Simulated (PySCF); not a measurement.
All numbers come from PBE0 in PySCF with Be def2-TZVP, F def2-TZVP; no relativity; density-fitted integrals.

```xyz
3
charge 0 multiplicity 1, angstrom
Be    0.0000    0.0000    0.0000
F     0.0000    0.0000    1.3783
F     0.0000    0.0000   -1.3783
```

BeF₂ (singlet), along the line from Be1 (at 0) through F2 (at 1.378 Å).

Problem. Tabulate the fields along this line at -0.41, -0.34, -0.28, -0.21, -0.14, -0.07, 0.07, 0.14, 0.21, 0.28, 0.34, 0.41, 0.48, 0.55, 0.62, 0.69, 0.76, 0.83, 0.90, 0.96, 1.03, 1.10, 1.17, 1.24, 1.31, 1.45, 1.52, 1.59, 1.65, 1.72, 1.79, 1.86, 1.93, 2.00, 2.07, 2.14, 2.21 Å.

Solution. 
```tsv
distance (Å)	electron density (e/Å³)	electron localisation function	electrostatic potential (V)
-0.41	1.2	0.0804	44.3
-0.34	2.16	0.329	59.6
-0.28	4.83	0.883	84.9
-0.21	12	0.994	132
-0.14	31.2	1	243
-0.07	84.2	1	628
0.07	84.2	1	628
0.14	31.2	1	243
0.21	12	0.994	132
0.28	4.83	0.883	84.9
0.34	2.16	0.329	59.6
0.41	1.2	0.0804	44.3
0.48	0.945	0.0765	34.3
0.55	1	0.219	27.6
0.62	1.24	0.545	23.6
0.69	1.65	0.76	22
0.76	2.24	0.829	23.2
0.83	3.09	0.846	28.1
0.90	4.26	0.841	38.4
0.96	5.84	0.81	57.3
1.03	7.86	0.719	90.4
1.10	10.2	0.465	149
1.17	14.3	0.143	260
1.24	40.7	0.32	502
1.31	304	0.993	1310
1.45	302	0.991	1310
1.52	40.7	0.293	499
1.59	15.1	0.171	256
1.65	10.8	0.546	145
1.72	8.01	0.777	85.3
1.79	5.64	0.847	51.3
1.86	3.86	0.867	31.2
1.93	2.59	0.866	18.9
2.00	1.72	0.855	11.4
2.07	1.13	0.833	6.68
2.14	0.752	0.802	3.72
2.21	0.504	0.759	1.85
```

On a grid of 0.07 Å the density has a local minimum along the bond near 0.48 Å from Be, at 0.94 e/Å³, where the ELF is 0.08.
